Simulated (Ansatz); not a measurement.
Relaxation of ClF2H2NSi (7 atoms, charge 0, multiplicity 1), to a largest force component of 0.015 eV/Å in at most 40 steps.

Theory: RKS PBE0/cc-pVDZ (Ansatz 0.2.0).

```xyz
7
Properties=species:S:1:pos:R:3
N -0.684 0.408 0.747
Si 0.342 -0.486 -0.171
F 1.580 -0.793 0.732
F -0.334 -1.811 -0.601
Cl 0.894 0.584 -1.830
H -1.505 0.706 0.121
H -0.232 1.325 0.956
```

**Question.** Where does it end, and by what steps?

**Answer.** The forces met the threshold. After 8 steps the energy has fallen by 0.500 eV; Cl5 moved furthest, 0.30 Å.

```
step  energy less start (eV)  largest force component (eV/Å)  accepted
   0                  0.0000                           3.077       yes
   1                 -0.3658                           1.443       yes
   2                 -0.4149                           1.582       yes
   3                 -0.4896                           0.345       yes
   4                 -0.4912                           0.313       yes
   5                 -0.4886                           0.301        no
   6                 -0.4994                           0.052       yes
   7                 -0.4997                           0.018       yes
   8                 -0.4998                           0.008       yes
```

```xyz
7
Properties=species:S:1:pos:R:3
N -0.719 0.502 0.694
Si 0.368 -0.426 -0.230
F 1.664 -0.765 0.687
F -0.366 -1.809 -0.659
Cl 1.092 0.400 -1.968
H -1.629 0.696 0.285
H -0.350 1.334 1.145
```

The run took 42 s on 1 thread of Arm Neoverse V2, with other jobs on the host, peak memory 0.18 GiB.
